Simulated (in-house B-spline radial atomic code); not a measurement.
# PBE hybrid excitations of O6+

Method: PBE hybrid with 0.2 exact exchange. Computed with a B-spline radial code for spherical atoms: linear response of the closed shell 1s2 with the functional's adiabatic kernel; non-relativistic, point nucleus, no spin-orbit coupling, no double excitations, S, P, D and F terms only.

Command:
```bash
python run_td.py task.json out
```
Settings (radii: box in bohr, nucleus in fm):
```
Z                        8
electrons                2
configuration            1s2
hamiltonian              nr
method                   pbeh
box_radius               14.35
exact_exchange_fraction  0.2
intervals                47
```

Time taken, with all properties: 0.1 s on 1 thread of Arm Neoverse N1, on a shared host.

The lowest states, in the order of their Tamm-Dancoff energies; the method's threshold (minus the highest occupied level) is 701.41 eV. Labels give the largest channel, * marks a mixed state, and oscillator strengths are full-response dipole values. Semilocal kernels can invert the small singlet-triplet splittings of Rydberg terms. Energies in eV:

```json
{"state": "1s → 2s 3S", "full response": "547.06", "Tamm-Dancoff": "547.09", "oscillator strength": "-"}
{"state": "1s → 2s 1S", "full response": "554.60", "Tamm-Dancoff": "554.69", "oscillator strength": "-"}
{"state": "1s → 2p 3P", "full response": "555.53", "Tamm-Dancoff": "555.56", "oscillator strength": "-"}
{"state": "1s → 2p 1P", "full response": "560.64", "Tamm-Dancoff": "560.67", "oscillator strength": "0.64"}
{"state": "1s → 3s 3S", "full response": "637.28", "Tamm-Dancoff": "637.29", "oscillator strength": "-"}
{"state": "1s → 3s 1S", "full response": "639.12", "Tamm-Dancoff": "639.14", "oscillator strength": "-"}
{"state": "1s → 3p 3P", "full response": "639.86", "Tamm-Dancoff": "639.87", "oscillator strength": "-"}
{"state": "1s → 3p 1P", "full response": "?", "Tamm-Dancoff": "?", "oscillator strength": "?"}
{"state": "1s → 3d 3D", "full response": "642.04", "Tamm-Dancoff": "642.04", "oscillator strength": "-"}
{"state": "1s → 3d 1D", "full response": "?", "Tamm-Dancoff": "?", "oscillator strength": "-"}
```

Question: Where does 1s → 3p 1P lie?

Answer: At 641.15 eV in full response, 641.16 eV in Tamm-Dancoff, oscillator strength 0.129.

Question: Where does 1s → 3d 1D lie?

Answer: At 642.09 eV in full response, 642.09 eV in Tamm-Dancoff.

Question: How large is the singlet-triplet splitting of 1s → 2s (S terms) in Tamm-Dancoff?

Answer: 7.6 eV, from the unrounded values.

Question: What polarisabilities and dispersion coefficient does the method give?

Answer: Dipole 0.002705 bohr³, quadrupole 0.0001707 bohr⁵, C6 0.0001335 hartree·bohr⁶ for two such species.
